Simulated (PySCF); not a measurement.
silene (CH4Si), SMILES [SiH2]=C. Atoms are numbered in the order given.

```xyz
6

C      0.0000     0.0000    -1.1527
Si     0.0000     0.0000     0.5494
H      0.0000    -0.9164    -1.7315
H      0.0000     0.9164    -1.7315
H      0.0000     1.2457     1.3439
H      0.0000    -1.2457     1.3439
```
Charge 0, spin multiplicity 1.

Geometry optimised at r2SCAN-D4/def2-TZVP.

Computed with PySCF with PBE/def2-TZVPD.

Symmetry labels are those of the subgroup C2v that the program uses (full group C2v).

List the valence orbital energies around the gap with their symmetry. (The exact figures need the calculation; the answer reports its results.)


| orbital | symmetry | energy (eV) |
|---|---|---|
| HOMO−7 | B2 | -94.13 |
| HOMO−6 | A1 | -94.07 |
| HOMO−5 | A1 | -16.57 |
| HOMO−4 | A1 | -12.55 |
| HOMO−3 | B2 | -10.28 |
| HOMO−2 | A1 | -8.73 |
| HOMO−1 | B2 | -8.63 |
| HOMO | B1 | -5.68 |
| LUMO | B1 | -2.13 |
| LUMO+1 | A1 | -0.26 |
| LUMO+2 | A1 | -0.13 |
| LUMO+3 | A1 | 0.43 |
